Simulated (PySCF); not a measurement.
**Assigning NMR signals**

Geometry (Å), atoms numbered from 1 in this order:
```xyz
19

C     3.568    0.045    1.301
O     2.725    0.029    0.149
C     1.415    0.051    0.355
O     0.917    0.087    1.458
Si    0.426    0.029   -1.281
P    -1.354    1.209   -0.751
Si   -2.934    0.216   -1.963
Si   -1.801    0.535    1.355
H     4.583    0.180    0.936
H     3.281    0.864    1.964
H     3.477   -0.898    1.843
H     1.229    0.687   -2.307
H     0.256   -1.387   -1.632
H    -3.053   -1.222   -1.709
H    -2.574    0.421   -3.365
H    -4.198    0.875   -1.642
H    -1.572   -0.891    1.565
H    -3.254    0.758    1.446
H    -1.145    1.453    2.272
```

Level of theory: geometry from GFN2-xTB, shielding tensors at PBE0/pcSseg-1 (GIAO), in PySCF 2.14.0 with density-fitted response routines (one computed conformer, no solvent model, averaged over atoms made equivalent by symmetry, fast rotation or ring inversion, non-relativistic).

δ = σ(ref) − σ, references computed at the same level: ¹³C, ¹H vs TMS.

(1) Assign these signals to the numbered atoms. ¹³C{¹H} NMR (computed): δ 192.9, 53.5.

(2) Assign these signals to the numbered atoms. ¹H NMR (400 MHz, computed): δ 4.58 (m, 2H), 4.24 (m, 6H), 3.99 (s, 3H).

Results:

(1) 
192.9 → C3, carbonyl carbon
53.5 → C1, methyl carbon bonded to O: deshielded by the electronegative neighbour

(2) 
| δ (ppm) | atoms | environment | reason |
| --- | --- | --- | --- |
| 4.58 | H12/H13 | hydrogen on a silicon bonded to C, P | – |
| 4.24 | H14/H15/H16/H17/H18/H19 | hydrogen on a silicon bonded to P | – |
| 3.99 | H9/H10/H11 | hydrogen on a methyl carbon bonded to O | its carbon carries O, which withdraws density |

Splittings by ³¹P in the carbon and heteronuclear signals aren't shown, as no couplings were computed. Shifts are as computed. Against solution values, carbons near 30 ppm lie about +3 ppm off and those near 130 ppm about +5 ppm. Of 1309 compounds with measured shifts, 239 miss one by over three times the rms of a fit or turn the order of signals round; such compounds aren't used in these exercises. No couplings were computed; multiplicities are counted from neighbouring protons, with m where these are inequivalent, close in shift, in a saturated or five-membered ring or joined by F or P, and br s for small geminal =CH2 splittings.
